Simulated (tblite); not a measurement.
Species: C8H9 (doublet state).
Atom-mapped SMILES: `[CH2:1]=[C:2]=[C:3]([CH3:4])[CH:5][C:6]#[C:7][CH3:8]` (hydrogens: H9, H10 on C1; H11, H12, H13 on C4; H14 on C5; H15, H16, H17 on C8)
Bond orders are those of one Lewis drawing.

Computed with GFN2-xTB (tblite), gas phase: L-BFGS steps from a force-field or distance-geometry start until the largest atomic force falls under 0.01 eV/Å.

Step 5: E = -586.2784 eV
```
atom  x, y, z in Å  |  force x, y, z in eV/Å
C1     -3.6589    0.2661    1.1344    0.151   0.006  -0.046
C2     -2.4398    0.2627    0.7042   -0.330  -0.033   0.166
C3     -1.1774    0.2369    0.2878    0.137   0.057  -0.150
C4     -0.7853    1.0235   -0.9381    0.038   0.024  -0.035
C5     -0.2096   -0.5223    0.9790   -0.025   0.064  -0.072
C6      1.1158   -0.6043    0.6142    0.110   0.042  -0.083
C7      2.2861   -0.6734    0.2949   -0.091   0.019   0.012
C8      3.6758   -0.7577   -0.0855    0.145  -0.007  -0.057
H9     -4.3917   -0.4564    0.7981    0.002   0.029   0.000
H10    -4.0158    0.9935    1.8530   -0.004  -0.015  -0.032
H11    -0.0156    1.7500   -0.6835    0.042  -0.018   0.015
H12    -1.6348    1.5548   -1.3652   -0.012  -0.067   0.094
H13    -0.3803    0.3531   -1.6940    0.043  -0.022   0.002
H14    -0.5336   -1.0709    1.8483    0.022  -0.087   0.111
H15     3.8710   -0.1609   -0.9774   -0.079   0.027  -0.019
H16     3.9613   -1.7894   -0.2988   -0.080  -0.047   0.012
H17     4.3258   -0.3936    0.7119   -0.069   0.026   0.081
```

Step 6: E = -586.2803 eV
```
atom  x, y, z in Å  |  force x, y, z in eV/Å
C1     -3.6556    0.2662    1.1328   -0.198   0.003   0.078
C2     -2.4407    0.2617    0.7071    0.228  -0.030  -0.050
C3     -1.1739    0.2374    0.2859   -0.137   0.030  -0.019
C4     -0.7841    1.0227   -0.9379    0.045   0.032  -0.054
C5     -0.2079   -0.5206    0.9755   -0.060   0.024   0.003
C6      1.1171   -0.6025    0.6123   -0.021   0.049  -0.051
C7      2.2857   -0.6726    0.2949    0.079   0.006  -0.040
C8      3.6753   -0.7577   -0.0856    0.090  -0.004  -0.031
H9     -4.3933   -0.4537    0.8001    0.019   0.011  -0.019
H10    -4.0178    0.9913    1.8513    0.011   0.009  -0.017
H11    -0.0140    1.7482   -0.6834    0.048   0.006   0.014
H12    -1.6357    1.5519   -1.3605   -0.020  -0.041   0.057
H13    -0.3779    0.3530   -1.6934    0.033  -0.023  -0.012
H14    -0.5308   -1.0697    1.8458    0.024  -0.078   0.096
H15     3.8676   -0.1613   -0.9765   -0.054   0.049  -0.052
H16     3.9578   -1.7890   -0.2983   -0.057  -0.076   0.006
H17     4.3213   -0.3932    0.7134   -0.031   0.032   0.090
```

Step 7: E = -586.2819 eV
```
atom  x, y, z in Å  |  force x, y, z in eV/Å
C1     -3.6567    0.2663    1.1333   -0.071   0.000   0.030
C2     -2.4399    0.2611    0.7077    0.080  -0.015  -0.018
C3     -1.1748    0.2381    0.2847   -0.078   0.003   0.003
C4     -0.7832    1.0232   -0.9387    0.038   0.013  -0.031
C5     -0.2087   -0.5200    0.9751   -0.021  -0.005   0.027
C6      1.1172   -0.6015    0.6112   -0.004   0.045  -0.052
C7      2.2866   -0.6724    0.2944    0.027   0.009  -0.026
C8      3.6770   -0.7578   -0.0862    0.036   0.000  -0.012
H9     -4.3932   -0.4533    0.8000    0.003  -0.004  -0.023
H10    -4.0179    0.9912    1.8508    0.002   0.025   0.002
H11    -0.0131    1.7481   -0.6831    0.045   0.009   0.010
H12    -1.6361    1.5509   -1.3590   -0.024  -0.023   0.036
H13    -0.3771    0.3526   -1.6935    0.032  -0.018  -0.015
H14    -0.5301   -1.0710    1.8472    0.036  -0.041   0.042
H15     3.8663   -0.1606   -0.9772   -0.036   0.041  -0.046
H16     3.9565   -1.7902   -0.2981   -0.042  -0.062   0.004
H17     4.3203   -0.3927    0.7150   -0.022   0.025   0.070
```

Problem. Estimate the geometry and energy of step 8. (The exact step hangs on the optimiser's Hessian estimate; all steps are aligned on step 7, rigid shifts and turns removed.)

Solution. E = -586.2832 eV, largest force 0.055 eV/Å
```
atom  x, y, z in Å  |  force x, y, z in eV/Å
C1     -3.6574    0.2663    1.1335    0.022   0.000  -0.006
C2     -2.4389    0.2600    0.7090   -0.048   0.008  -0.006
C3     -1.1758    0.2388    0.2831    0.005  -0.036   0.036
C4     -0.7812    1.0235   -0.9400    0.013  -0.015   0.013
C5     -0.2091   -0.5192    0.9745    0.021  -0.027   0.039
C6      1.1175   -0.5989    0.6083   -0.006   0.036  -0.041
C7      2.2877   -0.6717    0.2932   -0.024   0.011  -0.014
C8      3.6790   -0.7579   -0.0869   -0.029   0.005   0.007
H9     -4.3937   -0.4523    0.7999   -0.006  -0.022  -0.029
H10    -4.0186    0.9912    1.8501    0.000   0.039   0.019
H11    -0.0106    1.7477   -0.6826    0.030   0.008   0.001
H12    -1.6374    1.5485   -1.3554   -0.013   0.001  -0.001
H13    -0.3748    0.3517   -1.6938    0.022  -0.006  -0.015
H14    -0.5276   -1.0725    1.8484    0.046  -0.003  -0.013
H15     3.8633   -0.1591   -0.9787   -0.004   0.016  -0.020
H16     3.9531   -1.7926   -0.2977   -0.018  -0.022   0.005
H17     4.3174   -0.3915    0.7186   -0.011   0.007   0.024
```

The energy changes by -0.0013 eV. The first-order estimate −F·Δx gives -0.0022 eV and the mean of the old and new forces, exact on a quadratic surface, -0.0013 eV. The step makes an angle of 39° with the force vector and moves no atom by more than 0.005 Å.

What follows is the cost of the whole relaxation. Time: 0.24 s wall. Hardware: one thread, Arm Neoverse V1 (aarch64), no GPU, shared host with 32 logical CPUs at a one-minute load of 47.
